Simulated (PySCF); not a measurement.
Br2W, SMILES [Br][W][Br] (connectivity only; charge and spin as stated), neutral, multiplicity 5.

Coordinates come from a r2SCAN-D4/def2-SVP optimisation. The spin state was assumed, not searched. The def2 effective core potentials stand for the cores of W; spin–orbit coupling is left out.

All values below come from PBE/def2-TZVPD (PySCF).

The molecule is in vacuum.

Q: Estimate the frontier levels, dipole moment and polarisability. (The exact figures need the calculation; the answer reports its results.)

A: 
```json
{
 "α spin, highest occupied and lowest empty level": "-4.89 and -4.51 eV",
 "β spin, highest occupied and lowest empty level": "-7.62 and -3.78 eV",
 "dipole_moment": "1.22 D",
 "quadrupole, principal values (traceless, Buckingham form, about the centre of nuclear charge)": "-4.68, 0.89, 3.79 D·Å",
 "mean_static_polarisability": "96.0 bohr³ (14.23 Å³)",
 "polarisability_principal_values": "72.9, 77.0, 138.2 bohr³",
 "⟨S²⟩": "6.027 (pure state 6.00)"
}
```
